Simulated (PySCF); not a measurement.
## Magnetic susceptibility: SMILES N#C[SiH2]O[SiH2][SiH2][SiH2]N, CH$_{10}$N$_{2}$OSi$_{4}$

Cartesian coordinates in Å; atom numbers follow the order of the lines, from 1:
```xyz
18

N     1.2187    0.7902   -2.8007
C     1.7662    0.5716   -1.8177
Si    2.6291    0.2278   -0.1880
O     1.7060   -0.7836    0.6387
Si    0.4973   -1.7097    1.2620
Si   -1.4031   -1.3213    0.0081
Si   -2.2835    0.8224    0.0143
N    -0.9724    1.8742   -0.3782
H     2.7189    1.4963    0.5267
H     3.8888   -0.4422   -0.4982
H     1.1136   -3.0441    1.2557
H     0.4579   -1.2729    2.6638
H    -2.4263   -2.2600    0.5138
H    -1.1783   -1.7972   -1.3725
H    -3.4719    0.9826   -0.8495
H    -2.7025    1.2981    1.3409
H    -1.1035    2.8667   -0.2647
H    -0.4637    1.7076   -1.2327
```

Method: GIAO KT1/3-21G magnetisability, rotational g tensor and spin-rotation constants, non-relativistic, gas phase in PySCF 2.14.0. Geometry: GFN2-xTB.

What are the magnetisability and the molar susceptibility?

Isotropic -1728 × 10⁻³⁰ J/T², or -104.1 × 10⁻⁶ cm³/mol; principal values -1949, -1721, -1514 × 10⁻³⁰ J/T², anisotropy 377 × 10⁻³⁰ J/T² (root of half the summed squared differences of the principal values). The susceptibility is in cgs units.

Split it along the inertial axes a, b, c into diamagnetic and paramagnetic parts about the centre of mass, with the quadrupole moment.


| axis | χ (10⁻⁶ cm³/mol) | diamagnetic (10⁻⁶ cm³/mol) | paramagnetic (10⁻⁶ cm³/mol) | summed x² of all electrons (Å²) | quadrupole Θ (D Å) |
| --- | --- | --- | --- | --- | --- |
| a | -108.8 | -1238.0 | 1129.3 | 329.7 | +4.26 |
| b | -109.0 | -1708.5 | 1599.4 | 218.8 | -0.44 |
| c | -94.3 | -2326.7 | 2232.4 | 73.0 | -3.82 |

Anisotropies 2χaa − χbb − χcc = -14.2 and 2χbb − χaa − χcc = -15.0 × 10⁻⁶ cm³/mol. Θ is traceless in Buckingham's convention.

And the rotational g tensor?


```tsv
axis	rotational constant (GHz)	g	nuclear part	electronic part
a	1.0924	-0.0190	0.5605	-0.5795
b	0.7571	-0.0121	0.5568	-0.5689
c	0.5358	-0.0118	0.5501	-0.5619
```
Asymmetric top; isotopes 12C, 1H, 14N, 16O, 28Si; no vibrational averaging.
